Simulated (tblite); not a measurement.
C3H8OS2Si2.
Numbering: `[OH:1][Si:2]1([CH2:3][SiH3:4])[S:5][CH:6]=[CH:7][S:8]1` (hydrogens: H9 on O1; H10, H11 on C3; H12, H13, H14 on Si4; H15 on C6; H16 on C7)

Structure optimised with GFN2-xTB, isolated species.

Q: Give the optimised bond lengths and angles.

A: 
| bond | length (pm) |
| --- | --- |
| O1–Si2 | 162.2 |
| Si2–C3 | 188.2 |
| C3–Si4 | 190.6 |
| Si2–S5, Si2–S8 | 216.4 |
| S5–C6, C7–S8 | 174.7 |
| C6=C7 | 132.9 |
| O1–H9 | 95.7 |
| C3–H10, C3–H11 | 108.8 |
| Si4–H12, Si4–H13, Si4–H14 | 146.3 |
| C6–H15, C7–H16 | 107.6 |

Bonds in one row agree within 1 pm and their mean is given. A selection of angles:
| angle | degrees |
| --- | --- |
| O1–Si2–C3 | 105.6 |
| O1–Si2–S5 | 111.6 |
| C3–Si2–S5 | 115.2 |
| C3–Si2–S8 | 113.7 |
| S5–Si2–S8 | 98.8 |
| Si2–C3–Si4 | 112.7 |
| Si2–S5–C6 | 96.5 |
| S5–C6–C7 | 124.1 |
| Si2–S8–C7 | 96.5 |
| H9–O1–Si2 | 123.8 |

Dihedral angles: O1–Si2–C3–Si4 -55° (synclinal); O1–Si2–S5–C6 121° (anticlinal); Si2–S5–C6–C7 -2° (synperiplanar); S5–C6–C7–S8 0° (synperiplanar); C6–C7–S8–Si2 2° (synperiplanar); O1–Si2–S8–C7 -121° (anticlinal); H9–O1–Si2–C3 -178° (antiperiplanar). The mirror-image conformer, all signs reversed, is as good.

The 5-membered ring Si2–S5–C6–C7–S8 has internal angles of 96.5° to 124.1° (sum 540°, against 540° for a flat polygon); it is almost planar, 0.02 Å rms from its mean plane, widest ring torsion 3°. Si4 (SiH3 silicon) is tetrahedral (angles from 107.2° to 110.4°). The 2 C–Si bonds span 1.882 Å (Si2–C3, drawn single) to 1.906 Å (C3–Si4, drawn single), a spread of 0.024 Å. Si2 (oxygen-bound silicon) is distorted tetrahedral (angles from 98.8° to 115.2°).

Point group: C1 (no symmetry element, even within 0.4 Å). Its GFN2-xTB frequencies are all real (lowest 30 cm⁻¹). One conformer, not necessarily the lowest (H–O1–Si2–C3 -178°, O1–Si2–C3–Si4 -55°).

All values are computed, not measured.
